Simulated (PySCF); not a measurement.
## Removing the step error of a finite difference

System: H$_{4}$S$_{4}$Si (SMILES S[Si](S)(S)S), singlet, geometry from GFN2-xTB. Level: PySCF with B3LYP/6-31G, polarisability. Sums are taken with unrounded values, so a last digit can differ.

Second differences of the energy in a field along z gave a polarisability along z of 93.767 bohr³ at step 0.005 and 93.957 bohr³ at step 0.02 (atomic units).

Task: Extrapolate to zero step.

Result: The leading error of a symmetric difference goes as h², so A(h) = A0 + c h². Then c = (93.957 - (93.767))/(0.02² - 0.005²) = 507 (atomic units) and A0 = 93.767 - c × 0.005² = 93.754 bohr³. The analytic value from the same program and level is 93.754 bohr³: the smaller step missed it by 0.013, the extrapolation by 0.000.
